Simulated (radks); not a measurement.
Values are calculated unless marked as measured or tabulated.
Q: Ionisation of Rh3+, [Kr] 4d6, to Rh4+, [Kr] 4d5, under several functionals. Scalar-relativistic Kohn-Sham, spin-polarised, spherical densities, finite nucleus; open shells are filled with parallel spins first (spin-orbit coupling, left out, can overturn this in heavy ions); a radial shooting solver on a logarithmic mesh with Libxc functionals. Known Delta-SCF values: exchange-only LDA 42.927 eV; exchange-only PBE 43.128 eV; HCTH/407 45.161 eV. What does BP86 give, and what is its highest occupied eigenvalue?

A: 44.757 eV by Delta-SCF; the 4d eigenvalue is -37.717 eV. NIST: 42 eV (theoretical).
